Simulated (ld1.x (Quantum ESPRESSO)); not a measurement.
## Reading a pseudo-wave (nitrogen)

Columns: radius, all-electron u(r) and pseudo u(r) of the 2p shell (level -7.51 eV) of nitrogen in the configuration [He] 2s1 2p4; PBE, scalar-relativistic, TM scheme, ld1.x (Quantum ESPRESSO) 7.5.

| r (bohr) | all-electron | pseudo |
| --- | --- | --- |
| 0.055 | 0.0257 | 0.0132 |
| 0.110 | 0.0858 | 0.0517 |
| 0.165 | 0.1624 | 0.1122 |
| 0.220 | 0.2449 | 0.1896 |
| 0.275 | 0.3267 | 0.2772 |
| 0.330 | 0.4038 | 0.3682 |
| 0.385 | 0.4742 | 0.4560 |
| 0.440 | 0.5369 | 0.5351 |
| 0.495 | 0.5916 | 0.6022 |
| 0.550 | 0.6385 | 0.6559 |
| 0.605 | 0.6780 | 0.6968 |
| 0.660 | 0.7104 | 0.7266 |
| 0.715 | 0.7362 | 0.7478 |
| 0.770 | 0.7557 | 0.7627 |
| 0.825 | 0.7697 | 0.7730 |
| 0.880 | 0.7786 | 0.7798 |
| 0.935 | 0.7832 | 0.7834 |
| 0.990 | 0.7838 | 0.7839 |
| 1.045 | 0.7812 | 0.7812 |
| 1.100 | 0.7756 | 0.7756 |
| 1.155 | 0.7676 | 0.7676 |
| 1.210 | 0.7575 | 0.7575 |
| 1.265 | 0.7456 | 0.7456 |
| 1.320 | 0.7324 | 0.7324 |
| 1.375 | 0.7180 | 0.7180 |
| 1.430 | 0.7026 | 0.7026 |

Problem. How many radial nodes do the two functions have?

Solution. The all-electron 2p function has n − l − 1 = 0; the pseudo-wave has 0.

Problem. At about which radius was the pseudo-wave matched?

Solution. 1.05 bohr. The columns agree to 0.0005 from 0.94 bohr on; several derivatives are matched, so the curves merge somewhat inside the radius.

Problem. Where does each function peak?

Solution. Outermost all-electron maximum near 0.99 bohr, pseudo maximum near 0.99 bohr (to the table’s step).

Problem. Is the pseudo-wave norm-conserving?

Solution. Yes: the TM scheme keeps the norm inside the radius equal to the all-electron one, which fixes the energy derivative of the logarithmic derivative at the level.
